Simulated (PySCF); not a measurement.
## Correlation energy of Ge²⁺ (germanium, charge +2)

[Ar] 3d9 4s2 4p1, one real determinant (an excited configuration). Computed with PySCF 2.14 in x2c-TZVPPall with one added diffuse shell each of s, p, d type (7s6p5d1f, 57 functions), with the spin-free X2C one-electron Hamiltonian (Gaussian nucleus). Frozen: [Ne]; 20 electrons correlated.

MP2 pair energies summed by pair of shells (mhartree):

| pair | energy | share (%) |
| --- | --- | --- |
| 3d-3d | -64.27 | 26.6 |
| 3p-3d | -64.17 | 26.5 |
| 3p-3p | -20.57 | 8.5 |
| 4s-4s | -20.37 | 8.4 |
| 4s-4p | -17.06 | 7.1 |
| 3d-4s | -15.03 | 6.2 |
| 3s-3d | -14.43 | 6.0 |
| 3s-3p | -9.82 | 4.1 |
| 3p-4s | -6.55 | 2.7 |
| 3d-4p | -5.37 | 2.2 |
| 3p-4p | -2.14 | 0.9 |
| 3s-3s | -1.28 | 0.5 |
| 3s-4s | -0.62 | 0.3 |
| 3s-4p | -0.24 | 0.1 |

Total MP2 correlation energy: -241.93 mhartree.

Same-spin part -72.56 and opposite-spin part -169.36 mhartree; SCS-MP2 scales them by 1/3 and 6/5 to -227.43 mhartree.

The reference is one real determinant that mixes LS terms of this configuration.

This basis was not built for core-valence correlation, so the inner-shell part is incomplete.
